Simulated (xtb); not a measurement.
xtb was given this input:
```
$ xtb mol.xyz --gfn 2 --chrg 1 --uhf 1 --etemp 1000 --json

# file mol.xyz
3

Si    -0.00145387     0.07386784     0.00432301
H     -1.33576333    -0.54636664     0.01759822
H      1.35611754    -0.48778307    -0.07812031
```

**Question.** What is the computed total energy (a free energy at this electronic temperature) (GFN2-xTB in xtb)?

**Answer.** -2.2137 Eh

**Question.** Estimate the partial charges in atom order that GFN2-xTB returns for this input.

**Answer.** Si1 0.65, H2 0.18, H3 0.18
